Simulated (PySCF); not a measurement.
Computed IR spectrum (relative IR intensity) of a molecule C2H9FOSi2. Coordinates come from a PBE-D3(BJ)/def2-SVP optimisation. Other conformers were not sampled. Method: PBE-D3(BJ)/def2-SVP run with PySCF 2.14.0. Frequencies are harmonic and unscaled.

```csv
ν (cm⁻¹),relative intensity
300,5.3
319,5.1
700,8.8
711,8.2
798,37
827,37
894,26
914,23
918,18
958,100
1049,90
1225,13
1227,8.8
1386,2.2
2149,24
2173,27
2182,28
```

**Question.** Which molecule gave these data?
A) CO[SiH2][SiH2]CF
B) C[Si@H](O)[C@H](F)[SiH3]
C) C[Si](C)(F)O[SiH3]
D) O[SiH2][C@H](F)C[SiH3]

**Answer.** C, C[Si](C)(F)O[SiH3]
